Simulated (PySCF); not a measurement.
## Complete the spectrum of C7H10N2

Compound: C7H10N2.
Cartesian coordinates in Å at the PBE0-D3(BJ)/def2-SVP level; atoms count from 1:
```
atom  x, y, z in Å
C1     3.8865   -0.2721    0.0984
C2     2.8159   -0.8276   -0.0003
C3     1.5265   -1.5070   -0.0889
N4     0.4662   -0.6192   -0.4951
C5     0.0889    0.4688    0.3995
C6    -1.3243    0.8108   -0.0832
C7    -2.2781    1.3055    0.9902
C8    -1.6739   -0.5089   -0.7270
N9    -0.6575   -1.2583   -0.9329
H10    4.8376    0.2212    0.1761
H11    1.5765   -2.3149   -0.8350
H12    1.3082   -1.9882    0.8910
H13    0.8031    1.3014    0.3438
H14    0.0560    0.1072    1.4520
H15   -1.2630    1.5714   -0.8874
H16   -3.2839    1.4791    0.5780
H17   -1.9300    2.2548    1.4252
H18   -2.3688    0.5706    1.8054
H19   -2.6652   -0.8101   -1.0744
```

Computed with TDDFT CAM-B3LYP/def2-SVPD, vertical, gas phase, core orbitals frozen in the response in PySCF 2.14.0, density-fitted response routines.

Orbital energies (eV): HOMO-3 -9.57, HOMO-2 -9.49, HOMO-1 -9.26, HOMO -7.47, LUMO 1.04, LUMO+1 1.34, LUMO+2 1.73.

Lowest singlets, with some entries withheld (?).

```json
{"state": "S1", "E (eV)": "5.40", "f": "0.189", "main configurations (H = HOMO, L = LUMO)": "H→L (90%)"}
{"state": "S2", "E (eV)": "6.09", "f": "0.019", "main configurations (H = HOMO, L = LUMO)": "H→L+1 (72%), H→L+3 (10%)"}
{"state": "S3", "E (eV)": "6.21", "f": "0.0043", "main configurations (H = HOMO, L = LUMO)": "H-3→L (78%)"}
{"state": "S4", "E (eV)": "6.34", "f": "0.0009", "main configurations (H = HOMO, L = LUMO)": "H-1→L+3 (31%), H→L+3 (22%), H-1→L+6 (10%)"}
{"state": "S5", "E (eV)": "6.54", "f": "0.0014", "main configurations (H = HOMO, L = LUMO)": "H→L+3 (31%), H→L+2 (21%), H-1→L+3 (20%)"}
{"state": "S6", "E (eV)": "?", "f": "?", "main configurations (H = HOMO, L = LUMO)": "?"}
{"state": "S7", "E (eV)": "?", "f": "?", "main configurations (H = HOMO, L = LUMO)": "?"}
{"state": "S8", "E (eV)": "6.91", "f": "0.0018", "main configurations (H = HOMO, L = LUMO)": "H-2→L+4 (50%)"}
{"state": "S9", "E (eV)": "6.99", "f": "0.046", "main configurations (H = HOMO, L = LUMO)": "H→L+4 (52%), H→L+5 (11%), H→L+2 (8%)"}
{"state": "S10", "E (eV)": "7.06", "f": "0.028", "main configurations (H = HOMO, L = LUMO)": "H→L+5 (61%), H→L+4 (9%), H→L+6 (9%)"}
```

Q: Supply the missing values.

A: 
- S6: E = 6.76 eV; f = 0.0036; H-2→L+3 (26%), H-1→L+4 (24%), H→L+4 (15%)
- S7: E = 6.80 eV; f = 0.011; H→L+2 (40%), H→L+3 (24%), H→L+4 (9%)

Q: How far apart are S6 and S8, in eV and cm⁻¹?

A: 6.909 − 6.760 = 0.149 eV, or about 1200 cm⁻¹.

Q: Where do the lowest triplets lie (Tamm–Dancoff)?

A: T1 3.57 eV, H→L (79%); T2 5.26 eV, H-3→L (76%); T3 5.33 eV, H-2→L+3 (30%), H-1→L+4 (24%), H-2→L+6 (12%); T4 5.76 eV, H-1→L+3 (34%), H-2→L+4 (12%), H-1→L+6 (12%). E(S1) − E(T1) = +1.83 eV.

Q: What is the mean static polarisability from the same response equations?

A: 96.2 au (14.25 Å³), with principal values 73.6, 88.4 and 126.6 au.

All these states lie below the vertical ionisation energy of 8.06 eV (ΔSCF).

One conformer stands for the species.
